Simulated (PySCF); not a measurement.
SMILES O=CCCO[SiH3] (C₃H₈O₂Si), singlet, GFN2-xTB optimised geometry.

```
14

O      3.24    -0.20     0.00
C      2.54    -1.18     0.00
C      1.04    -1.18     0.00
C      0.45     0.23     0.00
O     -0.94     0.15    -0.01
Si    -2.04     1.33    -0.04
H      2.98    -2.20     0.00
H      0.70    -1.73    -0.88
H      0.69    -1.73     0.88
H      0.81     0.78    -0.88
H      0.79     0.77     0.89
H     -3.24     0.52    -0.04
H     -1.92     2.20     1.14
H     -1.89     2.17    -1.23
```

Density from PBE0/def2-TZVP (PySCF) at that geometry.

Minimum of the electron density along straight lines between bonded atoms, close to the bond critical point (lines longer than 1.1 times the sum of covalent radii, or with two minima, are not listed):

```
bond     length / Å  ρ at the minimum / e bohr⁻³  ∇²ρ there / e bohr⁻⁵  position (fraction from the first atom)
-------  ----------  ---------------------------  --------------------  ---------------------------------------
O1–C2         1.198                        0.431                  0.10                                     0.67
C2–C3         1.498                        0.267                 -0.72                                     0.51
C3–C4         1.526                        0.251                 -0.65                                     0.50
C4–O5         1.395                        0.265                 -0.49                                     0.34
O5–Si6        1.621                        0.143                  0.94                                     0.59
C2–H7         1.109                        0.279                 -0.99                                     0.65
C3–H8         1.093                        0.275                 -0.93                                     0.64
C3–H9         1.093                        0.275                 -0.93                                     0.64
C4–H10        1.096                        0.284                 -1.00                                     0.65
C4–H11        1.096                        0.284                 -1.00                                     0.65
Si6–H12       1.453                        0.129                  0.19                                     0.49
Si6–H13       1.466                        0.126                  0.18                                     0.49
Si6–H14       1.466                        0.126                  0.18                                     0.49
```
